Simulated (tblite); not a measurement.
C6H13NOSi2.
Atom-mapped SMILES: `[CH3:1][CH2:2][SiH2:3][C:4]#[C:5][SiH2:6][NH:7][C:8]([CH3:9])=[O:10]` (hydrogens: H11, H12, H13 on C1; H14, H15 on C2; H16, H17 on Si3; H18, H19 on Si6; H20 on N7; H21, H22, H23 on C9)

Computed geometry: GFN2-xTB, gas phase.

Q: List the bond lengths, angles and torsions at this level.

A: 
```
                  bond  length (Å)   order
                 C1–C2       1.525  single
                C2–Si3       1.905  single
                Si3–C4       1.853  single
                 C4≡C5       1.211  triple
                C5–Si6       1.854  single
                Si6–N7       1.762  single
                 N7–C8       1.346  single
                 C8–C9       1.509  single
                C8=O10       1.216  double
C1–H11, C1–H12, C1–H13       1.089  single
        C2–H14, C2–H15       1.092  single
      Si3–H16, Si3–H17       1.469  single
      Si6–H18, Si6–H19       1.460  single
                N7–H20       1.007  single
C9–H21, C9–H22, C9–H23       1.088  single
```

Bonds in one row agree within 0.01 Å and their mean is given. Orders are formal, as drawn. A selection of angles:
```
     angle  degrees
 C1–C2–Si3    112.9
 C2–Si3–C4    107.4
 Si3–C4–C5    178.4
 C4–C5–Si6    178.8
 C5–Si6–N7    100.8
 Si6–N7–C8    114.2
  N7–C8–C9    117.1
 N7–C8–O10    118.7
 C9–C8–O10    124.2
H20–N7–Si6    125.8
 H20–N7–C8    120.0
```

Torsions: C1–C2–Si3–C4 -58° (synclinal); C5–Si6–N7–C8 180° (antiperiplanar); Si6–N7–C8–C9 180° (antiperiplanar). The mirror-image conformer, all signs reversed, is as good.

Of the pairs four or more bonds apart, C4···H13 is among the closest relative to their van der Waals radii: 2.97 Å, 102 % of the sum of Bondi's values. N7 (amide nitrogen) is planar (angles 125.8°, 120.0° and 114.2°, sum 360.0°, 0.00 Å off the plane of its three neighbours). The C–Si distances run from 1.853 Å (Si3–C4, drawn single) to 1.905 Å (C2–Si3, drawn single), a spread of 0.052 Å. Si3 (SiH2 silicon) is tetrahedral (angles from 107.4° to 110.9°). The C–C distances run from 1.211 Å (C4≡C5, drawn triple) to 1.525 Å (C1–C2, drawn single), a spread of 0.314 Å. Si6 (SiH2 silicon) is distorted tetrahedral (angles from 100.8° to 115.8°).

Point group: C1 (no symmetry element, even within 0.4 Å). Its lowest GFN2-xTB frequency is 5 cm⁻¹, too small to tell a flat minimum from a shallow saddle. One conformer, not necessarily the lowest. 3 starts were optimised and ended at 0.00, 1.22 and 1.49 kcal/mol (GFN2-xTB); the lowest of these is shown.
